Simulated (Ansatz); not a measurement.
Frontier orbitals of C3H10AlClO, SMILES `C[OH+][Al-]([CH3])([CH3])[Cl]`.

Z-matrix (Å, degrees):
```
C
O 1 1.431
H 1 1.091 2 110.9
H 1 1.090 2 109.4 3 122.4
H 1 1.088 2 106.8 3 -119.2
Al 2 1.986 1 124.6 3 64.3
H 2 0.968 1 111.8 3 -62.5
C 6 1.951 2 104.8 1 107.1
C 6 1.959 2 103.5 1 -21.8
Cl 6 2.174 2 90.0 1 -136.7
H 8 1.095 6 112.0 2 -66.3
H 8 1.094 6 112.0 2 54.7
H 8 1.095 6 111.1 2 174.4
H 9 1.095 6 112.9 2 -55.1
H 9 1.095 6 110.0 2 -173.9
H 9 1.096 6 112.8 2 67.5
```

The species carries charge 0 and has multiplicity 1. All single points use the PBE0-D4/def2-TZVP geometry. It is one conformer, not always the lowest. Basis def2-TZVPP, Ansatz.

```
             functional  HOMO (eV)  LUMO (eV)  gap (eV)
                    PBE      -5.92      -0.75      5.17
                   PBE0      -7.19       0.13      7.32
                r2SCAN0      -7.38       0.49      7.87
HSE06 (plane-wave form)      -6.79      -0.24      6.55
                LC-ωPBE      -9.94       2.28     12.22
                ωB97X-V      -9.58       2.03     11.61
                ωB97M-V      -9.42       1.63     11.05
```

A quarter of exact exchange (PBE0) shifts PBE's HOMO by −1.28 eV and its LUMO by +0.88 eV; full exchange at long range (ωB97M-V) shifts them by −3.50 and +2.37 eV. The gap opens from 5.17 to 11.04 eV, since occupied levels lose self-interaction and empty ones feel all the electrons. A positive LUMO is unbound and depends on the basis.

LC-ωPBE has ω = 0.4 bohr⁻¹.
